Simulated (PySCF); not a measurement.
Polarisability and C₆ of F (fluorine, neutral)

[He] 2s2 2p5, 2P determinant. All numbers are calculated (PySCF 2.14, no relativity, point nucleus, in aug-cc-pVTZ with one added diffuse shell each of s, p, d, f type (6s5p4d3f, 62 functions)). Coupled (time-dependent) response in atomic units; α is the mean over directions.

```tsv
method	mean α (bohr³)	α xx, yy, zz	C₆ (like pair)	S(−4)
UHF	3.294	3.109, 3.386, 3.386	8.555	4.395
PBE	4.234	3.803, 4.449, 4.449	11.42	9.517
PBE0	3.870	3.539, 4.035, 4.035	10.31	7.190
HSE06	3.863	3.536, 4.027, 4.027	10.29	7.142
M06	4.023	3.673, 4.197, 4.197	10.65	8.377
```

S(−4) is the Cauchy moment in α(ω) = α(0) + S(−4) ω² + …

Reference α: 3.74 ± 0.08 bohr³ (recommended; Schwerdtfeger and Nagle, table of static dipole polarizabilities (2023 update)). Published C₆: 9.520 (Chu and Dalgarno (2004); Tang, Norbeck and Certain (1976)).

α(iu) at M06:

```
u (hartree)  α(iu) (bohr³)
          0          4.023
     0.0500          4.002
      0.100          3.942
      0.200          3.729
      0.300          3.444
      0.500          2.843
      0.750          2.219
       1.00          1.758
       1.50          1.167
       2.00         0.8263
       3.00         0.4739
       5.00         0.2138
```

The components differ because the open shell of this determinant is not spherical; for a pure term their mean is the scalar polarisability.
